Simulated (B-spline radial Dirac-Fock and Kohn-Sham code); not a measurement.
## La⁺: non-radiative channels of the N4 vacancy

System: La⁺, configuration [Xe] 4f1 5d1 (an excited configuration).

Model: a relativistic independent-particle model: LDA orbitals of the hole state, radiative multipoles to third order, Auger rates from the Coulomb interaction with a continuum orbital, Dirac-Fock energies. Program: a radial B-spline solver. Kinetic energies are configuration averages from the vacuum level; the two-hole energies are estimated from single-hole states.

| transition | kinetic energy (eV) | width (meV) | share (%) |
| --- | --- | --- | --- |
| N4-O1O1 | 4.83 | 18.4 | 7.9 |
| N4-O1O2 | 24.91 | 10.3 | 4.4 |
| N4-O1O3 | 27.37 | 13.3 | 5.7 |
| N4-O2O2 | 41.52 | 8.31 | 3.6 |
| N4-N6O1 | 44.67 | 31.1 | 13.3 |
| N4-O2O3 | 44.75 | 23.6 | 10.1 |
| N4-N7O1 | 44.87 | 2.93 | 1.3 |
| N4-O1O4 | 46.75 | 5.88 | 2.5 |
| N4-O1O5 | 46.86 | 2.67 | 1.1 |
| N4-O3O3 | 46.98 | 8.62 | 3.7 |
| N4-N6O2 | 63.48 | 26.5 | 11.4 |
| N4-N7O2 | 63.55 | 10.8 | 4.6 |
| N4-O2O5 | 64.85 | 1.58 | 0.7 |
| N4-O2O4 | 65.08 | 3.37 | 1.4 |
| N4-N6O3 | 66.00 | 46.1 | 19.7 |
| N4-N7O3 | 66.24 | 3.76 | 1.6 |
| N4-O3O4 | 67.17 | 5.95 | 2.6 |
| N4-N6O4 | 86.90 | 2.83 | 1.2 |
| N4-N6O5 | 87.02 | 3.42 | 1.5 |
| N4-N7O4 | 87.08 | 3.07 | 1.3 |

Coster-Kronig rates are the weakest part of this model and often come out 1.5 to 2.5 times too large. Channels within a few eV of threshold rest on estimated energies and may be closed in reality. The listed channels hold 100 % of the non-radiative rate. Summed by principal shells, of 0.233 eV in all: NNO 56.0 %, NOO 44.0 %.

Values without a named source are computed, but for edge energies of neutral atoms, which are taken from tables.
